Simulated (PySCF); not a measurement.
## Orbital energies and ionisation energy

Species: 3-(aminomethyl)pyridine, C6H8N2.
Z-matrix (Å and degrees, PBE0-D3(BJ)/def2-SVP geometry), rows numbered from 1:
```
N 
C   1  1.4528
C   2  1.5098  1  115.19
C   3  1.3975  2  122.12  1    86.81
C   4  1.3914  3  119.54  2  -176.50
C   5  1.3950  4  118.33  3    -0.03
N   6  1.3302  5  123.16  4    -0.33
C   7  1.3287  6  117.80  5     0.25
H   1  1.0189  2  109.83  3    58.33
H   1  1.0189  2  109.93  3   -57.48
H   2  1.1025  1  108.42  3   122.75
H   2  1.1023  1  108.32  3  -122.56
H   4  1.0947  3  120.01  2     3.87
H   5  1.0922  4  121.24  3  -179.69
H   6  1.0962  5  120.28  4   179.98
H   8  1.0984  3  119.26  2    -3.93
```

Level: PBE0/def2-SVPD (PySCF). Frontier orbitals with their largest atomic shares (Löwdin; up to four atoms above 4 %):

```csv
orbital,ε (eV),main atoms
HOMO−3,-8.43,"C4 27 %, N7 23 %, C5 14 %, C3 12 %"
HOMO−2,-7.85,"N1 17 %, C5 15 %, C8 13 %, C6 12 %"
HOMO−1,-7.47,"N7 44 %, C8 13 %, C6 13 %, C3 9 %"
HOMO,-7.04,?
LUMO,-0.96,"C4 24 %, N7 22 %, C5 12 %, C3 11 %"
LUMO+1,-0.61,"C6 18 %, C3 18 %, C5 18 %, C8 17 %"
LUMO+2,0.63,"C4 12 %, C2 12 %, H13 12 %, H10 9 %"
```

Problem. What vertical ionisation energy does ΔSCF give, and how far is −ε(HOMO) from it?

Solution. ΔSCF: 8.88 eV (857 kJ/mol; threshold wavelength 140 nm); ⟨S²⟩ of the doublet left behind is 0.759, against 0.75 for a pure doublet. −ε(HOMO) is 7.04 eV, 1.84 eV below it. For the exact functional −ε(HOMO) would equal the first vertical ionisation energy; PBE0 (global hybrid, 25 % exact exchange) falls short of its own ΔSCF value by 21 %. Holes in the HOMO−1 and HOMO−2 were tried too where these lie within 1.2 eV of the HOMO; the lowest converged state counts.

Problem. On which atoms does the HOMO lie?

Solution. N1 (primary amine nitrogen) 44 %, N7 (pyridine-type nitrogen) 12 %, C3 (substituted aromatic carbon) 10 %, C8 (aromatic CH next to a ring nitrogen) 6 %. The HOMO−1 lies 0.43 eV lower.

Problem. How many of the 10 lowest singlet excitations (vertical TDDFT, same level) lie below the ionisation energy?

Solution. All 10; they run from 4.71 to 7.26 eV.

Problem. What total energies stand behind the ΔSCF value?

Solution. E(N) = -342.31703 Eh and E(N − 1) = -341.99066 Eh at the same geometry, 0.32637 Eh apart.

Problem. With α = 84.3 au, estimate the like-pair dispersion coefficient by London's formula C6 = (3/4)α²I.

Solution. I = 0.3264 Eh, so C6 ≈ 1740 au, a rough estimate.

Problem. What kinetic energy would electrons from this vertical process carry with He I light (21.218 eV)?

Solution. 21.22 − 8.88 = 12.34 eV.

One conformer (not necessarily the lowest) at the PBE0-D3(BJ)/def2-SVP geometry, without solvent, vibrations or thermal averaging.
